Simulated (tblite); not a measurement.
Parent: `[CH3:1][C:2]1=[C:3]([F:4])[SiH2:5][SiH2:6]1`, C3H7FSi2.

Computed geometry: GFN2-xTB, gas phase. One conformer each, not checked by frequencies here.

```json
{"coordinate of the parent": "C1–C2", "value": "1.487 Å"}
{"coordinate of the parent": "C2=C3", "value": "1.341 Å"}
{"coordinate of the parent": "C3–F4", "value": "1.359 Å"}
{"coordinate of the parent": "C3–Si5", "value": "1.903 Å"}
{"coordinate of the parent": "Si5–Si6", "value": "2.337 Å"}
{"coordinate of the parent": "C2–Si6", "value": "1.905 Å"}
{"coordinate of the parent": "C1–C2–C3", "value": "127.2°"}
{"coordinate of the parent": "C1–C2–Si6", "value": "130.3°"}
{"coordinate of the parent": "C3–C2–Si6", "value": "102.5°"}
{"coordinate of the parent": "C2–C3–F4", "value": "123.7°"}
{"coordinate of the parent": "C2–C3–Si5", "value": "107.8°"}
{"coordinate of the parent": "F4–C3–Si5", "value": "128.5°"}
{"coordinate of the parent": "C3–Si5–Si6", "value": "73.4°"}
{"coordinate of the parent": "C2–Si6–Si5", "value": "76.3°"}
```

Problem. How does the shared frame change in `[CH3:1][C:2]1=[C:3]([F:4])[SiH2:5][Si@H:6]1[SH:7]` with Si5–Si6–S7–H 42°, C3H7FSSi2? Atoms pair as C1 = C1, C2 = C2, C3 = C3, F4 = F4, Si5 = Si5, Si6 = Si6 (parent first).

Solution. 
| parent | relative | value in the relative | change |
| --- | --- | --- | --- |
| C1–C2 | C1–C2 | 1.486 Å | -0.001 |
| C2=C3 | C2=C3 | 1.342 Å | +0.001 |
| C3–F4 | C3–F4 | 1.355 Å | -0.004 |
| C3–Si5 | C3–Si5 | 1.905 Å | +0.002 |
| Si5–Si6 | Si5–Si6 | 2.343 Å | +0.006 |
| C2–Si6 | C2–Si6 | 1.908 Å | +0.003 |
| C1–C2–C3 | C1–C2–C3 | 127.4° | +0.2 |
| C1–C2–Si6 | C1–C2–Si6 | 130.9° | +0.6 |
| C3–C2–Si6 | C3–C2–Si6 | 101.7° | -0.8 |
| C2–C3–F4 | C2–C3–F4 | 123.4° | -0.3 |
| C2–C3–Si5 | C2–C3–Si5 | 108.8° | +1.0 |
| F4–C3–Si5 | F4–C3–Si5 | 127.7° | -0.8 |
| C3–Si5–Si6 | C3–Si5–Si6 | 72.8° | -0.6 |
| C2–Si6–Si5 | C2–Si6–Si5 | 76.7° | +0.4 |

Of the parent's bonds, Si5–Si6 changes most (+0.006 Å). Bonds of the relative outside the shared frame: Si6–S7 2.166 Å. Point group Cs → C1.

Problem. How does the shared frame change in `[CH3:1][C:2]1=[C:3]([F:4])[SiH2:5][Si@@H:6]1[CH:7]1[CH2:8][CH2:9][CH2:10]1` with Si5–Si6–C7–C8 93°, C2–C3–Si5–Si6 0°, C3–Si5–Si6–C7 110°, Si6–C7–C8–C9 131°, C7–C8–C9–C10 -11°, C7H13FSi2? Atoms pair as C1 = C1, C2 = C2, C3 = C3, F4 = F4, Si5 = Si5, Si6 = Si6 (parent first).

Solution. 
```
    parent    relative  value in the relative  change
     C1–C2       C1–C2                1.488 Å  +0.001
     C2=C3       C2=C3                1.340 Å  -0.001
     C3–F4       C3–F4                1.359 Å   0.000
    C3–Si5      C3–Si5                1.902 Å  -0.001
   Si5–Si6     Si5–Si6                2.338 Å  +0.001
    C2–Si6      C2–Si6                1.907 Å  +0.002
  C1–C2–C3    C1–C2–C3                 127.3°    +0.1
 C1–C2–Si6   C1–C2–Si6                 130.7°    +0.4
 C3–C2–Si6   C3–C2–Si6                 102.0°    -0.5
  C2–C3–F4    C2–C3–F4                 123.4°    -0.3
 C2–C3–Si5   C2–C3–Si5                 108.4°    +0.6
 F4–C3–Si5   F4–C3–Si5                 128.2°    -0.3
C3–Si5–Si6  C3–Si5–Si6                  73.1°    -0.3
C2–Si6–Si5  C2–Si6–Si5                  76.5°    +0.2
```

No shared bond changes by more than 0.004 Å. Bonds of the relative outside the shared frame: Si6–C7 1.902, C7–C8 1.541, C8–C9 1.534, C9–C10 1.534, C7–C10 1.544 Å. Point group Cs → C1.

Problem. How does the shared frame change in `[CH2:1]=[CH:2][Si@@H:3]1[SiH2:4][C:5]([F:6])=[C:7]1[CH3:8]` with C1–C2–Si3–Si4 64°, C5H9FSi2? Atoms pair as C1 = C8, C2 = C7, C3 = C5, F4 = F6, Si5 = Si4, Si6 = Si3 (parent first).

Solution. 
```
    parent    relative  value in the relative  change
     C1–C2       C8–C7                1.488 Å  +0.001
     C2=C3       C7=C5                1.340 Å  -0.001
     C3–F4       C5–F6                1.360 Å  +0.001
    C3–Si5      C5–Si4                1.903 Å   0.000
   Si5–Si6     Si4–Si3                2.345 Å  +0.008
    C2–Si6      C7–Si3                1.909 Å  +0.004
  C1–C2–C3    C8–C7–C5                 127.2°     0.0
 C1–C2–Si6   C8–C7–Si3                 130.5°    +0.2
 C3–C2–Si6   C5–C7–Si3                 102.3°    -0.2
  C2–C3–F4    C7–C5–F6                 123.5°    -0.2
 C2–C3–Si5   C7–C5–Si4                 108.3°    +0.5
 F4–C3–Si5   F6–C5–Si4                 128.2°    -0.3
C3–Si5–Si6  C5–Si4–Si3                  73.2°    -0.2
C2–Si6–Si5  C7–Si3–Si4                  76.2°    -0.1
```

Of the parent's bonds, Si5–Si6 changes most (+0.008 Å). Bonds of the relative outside the shared frame: C1=C2 1.325, C2–Si3 1.885 Å. Point group Cs → C1.

Problem. How does the shared frame change in `[CH3:1][C:2]1=[C:3]([F:4])[SiH2:5][Si@H:6]1[C:7]#[N:8]`, C4H6FNSi2? Atoms pair as C1 = C1, C2 = C2, C3 = C3, F4 = F4, Si5 = Si5, Si6 = Si6 (parent first).

Solution. 
| parent | relative | value in the relative | change |
| --- | --- | --- | --- |
| C1–C2 | C1–C2 | 1.486 Å | -0.001 |
| C2=C3 | C2=C3 | 1.343 Å | +0.002 |
| C3–F4 | C3–F4 | 1.355 Å | -0.004 |
| C3–Si5 | C3–Si5 | 1.906 Å | +0.003 |
| Si5–Si6 | Si5–Si6 | 2.346 Å | +0.009 |
| C2–Si6 | C2–Si6 | 1.908 Å | +0.003 |
| C1–C2–C3 | C1–C2–C3 | 127.5° | +0.3 |
| C1–C2–Si6 | C1–C2–Si6 | 130.6° | +0.3 |
| C3–C2–Si6 | C3–C2–Si6 | 101.9° | -0.6 |
| C2–C3–F4 | C2–C3–F4 | 123.6° | -0.1 |
| C2–C3–Si5 | C2–C3–Si5 | 108.6° | +0.8 |
| F4–C3–Si5 | F4–C3–Si5 | 127.8° | -0.7 |
| C3–Si5–Si6 | C3–Si5–Si6 | 72.9° | -0.5 |
| C2–Si6–Si5 | C2–Si6–Si5 | 76.6° | +0.3 |

Of the parent's bonds, Si5–Si6 changes most (+0.009 Å). Bonds of the relative outside the shared frame: Si6–C7 1.868, C7≡N8 1.147 Å. Point group Cs → C1.
